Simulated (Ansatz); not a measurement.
Ansatz results at the PBE0-D4/def2-TZVP geometry: LUMO energy (PBE0/def2-TZVPP) -1.87 eV; HOMO–LUMO gap (B3LYP/def2-TZVPP) 4.81 eV; HOMO energy (PBE/def2-TZVPP) -6.04 eV.

Each molecule was computed in one conformer, which needn't be the lowest.

Which molecule gave them?
A. `[SiH3]CC1C[SiH2]1`
B. `[OH][Al]([SiH3])[SnH3]`
C. `[AlH2][O][SnH2][SiH3]`
D. `N[SiH2]B(F)F`

B. The others give `N[SiH2]B(F)F`: -0.89, 6.07, -5.99; `[SiH3]CC1C[SiH2]1`: 0.15, 6.37, -5.58; `[AlH2][O][SnH2][SiH3]`: -0.84, 6.39, -6.43.

B3LYP here is the variant with VWN-RPA as its local correlation; programs differ in this.
